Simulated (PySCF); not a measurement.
C4H8BN, SMILES C=C1CNB1C.

The structure is a stationary point at B3LYP-D3(BJ)/def2-SVP. The structure was generated by enumeration, and PubChem lists no compound with its InChIKey, so it may never have been made.

Calculation: PySCF with TDDFT-B3LYP/def2-SVPD.

Vertical excitations.  State labels are in the subgroup Cs.

Task: List the lowest excited states. (An estimate is asked for; the answer gives what the named calculation found.)

Result: 
```json
[
 {"state": "S1", "symmetry": "A\"", "energy (eV)": "5.64", "λ (nm)": "220", "f": "0.000", "main pairs": "HOMO−2→LUMO 100 %"},
 {"state": "S2", "symmetry": "A'", "energy (eV)": "5.96", "λ (nm)": "208", "f": "0.086", "main pairs": "HOMO−1→LUMO 61 %, HOMO→LUMO 37 %"},
 {"state": "S3", "symmetry": "A'", "energy (eV)": "6.34", "λ (nm)": "196", "f": "0.287", "main pairs": "HOMO→LUMO 59 %, HOMO−1→LUMO 36 %"},
 {"state": "S4", "symmetry": "A\"", "energy (eV)": "6.46", "λ (nm)": "192", "f": "0.000", "main pairs": "HOMO→LUMO+1 92 %"},
 {"state": "S5", "symmetry": "A\"", "energy (eV)": "6.83", "λ (nm)": "182", "f": "0.017", "main pairs": "HOMO−1→LUMO+1 78 %, HOMO→LUMO+2 14 %"},
 {"state": "S6", "symmetry": "A\"", "energy (eV)": "7.12", "λ (nm)": "174", "f": "0.022", "main pairs": "HOMO→LUMO+2 79 %, HOMO−1→LUMO+1 13 %"},
 {"state": "S7", "symmetry": "A'", "energy (eV)": "7.18", "λ (nm)": "173", "f": "0.012", "main pairs": "HOMO−2→LUMO+1 99 %"},
 {"state": "S8", "symmetry": "A\"", "energy (eV)": "7.25", "λ (nm)": "171", "f": "0.001", "main pairs": "HOMO→LUMO+3 91 %"},
 {"state": "S9", "symmetry": "A\"", "energy (eV)": "7.54", "λ (nm)": "165", "f": "0.000", "main pairs": "HOMO−1→LUMO+2 87 %"},
 {"state": "S10", "symmetry": "A\"", "energy (eV)": "7.58", "λ (nm)": "164", "f": "0.001", "main pairs": "HOMO−3→LUMO 91 %"},
 {"state": "T1", "symmetry": "A'", "energy (eV)": "3.92", "λ (nm)": "316", "f": "0", "main pairs": "HOMO→LUMO 87 %"},
 {"state": "T2", "symmetry": "A'", "energy (eV)": "4.94", "λ (nm)": "251", "f": "0", "main pairs": "HOMO−1→LUMO 87 %"},
 {"state": "T3", "symmetry": "A\"", "energy (eV)": "5.17", "λ (nm)": "240", "f": "0", "main pairs": "HOMO−2→LUMO 98 %"},
 {"state": "T4", "symmetry": "A\"", "energy (eV)": "6.36", "λ (nm)": "195", "f": "0", "main pairs": "HOMO→LUMO+1 82 %"}
]
```
Triplets are in the Tamm–Dancoff approximation, which puts them higher than full response would, so one can lie above its singlet here.
